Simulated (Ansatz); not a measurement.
# CCSD(T) forces

MgHSeF (SMILES [F][Mg][SeH]), singlet, at a frame of a short PBE0-D4/def2-SVP trajectory.

F1  (-2.339, 0.762, 0.791)
Mg2  (-0.698, 0.183, 0.188)
Se3  (1.195, -0.173, -1.062)
H4  (1.784, -0.764, 0.075)
(Å)

Computed with Ansatz 0.2.0 (basis: def2-TZVPP); correlated methods freeze the cores. Filled d shells of the heavier atoms are correlated. The outer core shell of Li, Na, Mg and K is correlated. The def2 sets are not built for correlating such inner shells, so the correlated values are less sure here.

CCSD(T) forces from the calculation:
| atom | Fx | Fy | Fz (eV/Å) |
| --- | --- | --- | --- |
| F1 | 1.359 | -0.552 | -0.379 |
| Mg2 | -2.481 | 0.848 | 0.947 |
| Se3 | 0.434 | 0.327 | -1.676 |
| H4 | 0.688 | -0.623 | 1.108 |

Problem. Which atom feels the largest CCSD(T) force, and how large is it?

Solution. Mg2, 2.79 eV/Å, along (-0.89, 0.30, 0.34).

Root-mean-square difference of the force components from those of CCSD(T): PBE-D4 0.209; r2SCAN-D4 0.051; PBE0-D4 0.062; wB97M-V 0.069 eV/Å.

T1 diagnostic: at most 0.010. These are differences at one structure, and CCSD(T) in triple zeta is itself an approximation.

For scale, one of the runs: CCSD(T)/def2-TZVPP forces, 125 basis functions, launched by `ansatz run in.yaml --threads 1 --pin off --events-out ev --progress --plain --max-ram 4352MiB`. Hardware: 1 CPU thread, shared host. Wall time 2.5 min; peak host memory 1.1 GiB.
